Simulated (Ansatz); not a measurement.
Molecule: C₅H₉O, net charge 0, doublet state. It need not be the lowest isomer of its formula. 
Geometry from a B3LYP-D3(BJ)/def2-TZVP (Ansatz, a first-principles code) optimisation:
SMILES: CCCC[C]=O
```xyz
15

C     -2.7925    -0.2900    -0.3229
C     -1.3812    -0.6093    -0.8083
C     -0.3010     0.0348     0.0572
C      1.1098    -0.2894    -0.4351
C      2.2218     0.3236     0.3862
O      2.1375     1.0087     1.3426
H     -2.9455    -0.6449     0.6988
H     -3.5465    -0.7605    -0.9561
H     -2.9753     0.7869    -0.3294
H     -1.2350    -1.6943    -0.8225
H     -1.2646    -0.2725    -1.8436
H     -0.4049    -0.2998     1.0926
H     -0.4345     1.1196     0.0733
H      1.2968    -1.3677    -0.4506
H      1.2674     0.0452    -1.4652
```
Charge 0, spin multiplicity 2.

Dipole moments at this geometry, in debye (magnitudes).

```tsv
level	program	dipole (D)
PBE/def2-TZVPD	Ansatz	2.77
PBE0/def2-TZVPD	Ansatz	2.85
HSE06/def2-TZVPD	Ansatz	[?]
CAM-B3LYP/def2-TZVPD	Ansatz	2.88
LC-wPBE/def2-TZVPD	Ansatz	2.85
CCSD(T)/aug-cc-pVDZ	Ansatz	[?]
```

Problem. Some entries are withheld; supply them.

Solution. 
- HSE06/def2-TZVPD, dipole (D): 2.84
- CCSD(T)/aug-cc-pVDZ, dipole (D): 2.65
